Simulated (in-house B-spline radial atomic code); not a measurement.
A run on N⁴⁺ that did not converge. Method: non-relativistic SCAN, spin-polarised, spherical fractional occupations, point nucleus; computed with an all-electron radial atomic-structure program (B-spline basis).

Command:
```bash
python run_scf.py task.json out
```
Settings:
```
Z                7
configuration    [He] 2s1
hamiltonian      nr
method           scan,scan
spin_polarised   True
```

First and last ten iterations of the last attempt (damped for 15 steps, keeping 80 % of the old Fock matrix, then DIIS):
```
 iter        energy (Eh)    residual
    1         -48.374761    2.37e-02
    2         -48.375625    1.01e-03
    3         -48.375626    8.17e-04
    4         -48.375626    6.61e-04
    5         -48.375626    5.35e-04
    6         -48.375627    4.33e-04
    7         -48.375627    3.50e-04
    8         -48.375627    2.83e-04
    9         -48.375627    2.29e-04
   10         -48.375627    1.86e-04
  111       57707.106521    8.44e+02
  112       57787.349456    8.45e+02
  113       60928.496128    8.85e+02
  114       60890.266304    8.84e+02
  115     2149258.225902    2.25e+02
  116     2169727.281636    2.28e+02
  117     2219023.179106    2.32e+02
  118     2992146.868328    4.34e+02
  119     2991883.613578    4.34e+02
  120     2971720.232416    4.36e+02
 not converged after 120 iterations
```

The smallest residual met was 2.5e-05; the threshold is about 1e-07. No energy from this run should be used. Cost of the run: 0.45 s on 1 thread of Arm Neoverse V2 (shared host).
